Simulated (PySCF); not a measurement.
Species: C6H7F3Si.
SMILES with atom numbers: `[CH3:1][C:2]1=[C:3]([C:4]([F:5])([F:6])[F:7])[CH:8]=[CH:9][SiH2:10]1` (hydrogens: H11, H12, H13 on C1; H14 on C8; H15 on C9; H16, H17 on Si10)

Computed with PySCF at PBE0/pcSseg-1 and PBE0/def2-SVPD, non-relativistic, on one gas-phase PBE0-D3(BJ)/def2-SVP geometry that isn't relaxed in the solvent. The solvent is an IEF-PCM continuum (Bondi radii, 1.10 Å for H, scaled by 1.2). Only the electrostatic response of the medium enters.

Gas phase at PBE0/pcSseg-1: HOMO -7.08 eV, LUMO -1.95 eV, dipole 2.10 D.

**Question.** What does the continuum do to the energy, the frontier levels and the dipole at PBE0/pcSseg-1 in cyclohexane and benzene?

**Answer.** 
```tsv
solvent	ε	E(solvent) − E(gas) (kJ/mol)	polarisation term (kJ/mol)	distortion of the solute (kJ/mol)	HOMO (eV)	LUMO (eV)	dipole (D)
cyclohexane	2.017	-4.42	-4.60	0.18	-7.00	-1.87	2.31
benzene	2.271	-5.03	-5.26	0.23	-6.99	-1.86	2.34
```

The first energy column is the sum of the next two and covers electrostatics alone. From cyclohexane to benzene the lowering changes by a factor 1.14, Onsager's factor (ε − 1)/(2ε + 1) by 1.14 and ε itself by 1.1.

**Question.** Which radius a makes the point-dipole formula ΔE = −[(ε − 1)/(2ε + 1)]·μ²/a³ give the value in benzene, with the gas-phase dipole?

**Answer.** μ = 0.826 au and |ΔE| = 0.00191 Eh give a = 2.30 Å; the farthest nucleus lies 3.40 Å from the centroid of the nuclei, so such a sphere wouldn't even hold the nuclei. The formula assumes a rigid point dipole at the centre of a sphere.

Gas phase at PBE0/def2-SVPD: HOMO -7.09 eV, LUMO -1.96 eV, dipole 2.10 D.

**Question.** What does the continuum do to the energy, the frontier levels and the dipole at PBE0/def2-SVPD in benzene?

**Answer.** 
```tsv
solvent	ε	E(solvent) − E(gas) (kJ/mol)	polarisation term (kJ/mol)	distortion of the solute (kJ/mol)	HOMO (eV)	LUMO (eV)	dipole (D)
benzene	2.271	-4.83	-5.09	0.26	-7.00	-1.87	2.33
```

**Question.** How does the static polarisability (PBE0/def2-SVPD, frozen core, with the continuum's full static response) change?

**Answer.** 
```csv
medium,isotropic (au),principal values (au),⟨r²⟩ of the electrons (bohr²)
gas,97.2,"71.3, 106.2, 114.2",1664.0
benzene,111.5,"81.1, 122.1, 131.2",1663.7
```

The isotropic value in benzene is 1.15 times the gas-phase one; no cavity-field correction is applied. ⟨r²⟩ is taken about the centre of nuclear charge.

The values belong to the conformer `[CH3:1][C:2]1=[C:3]([C:4]([F:5])([F:6])[F:7])[CH:8]=[CH:9][SiH2:10]1`: C2–C3–C4–F5 -115°.
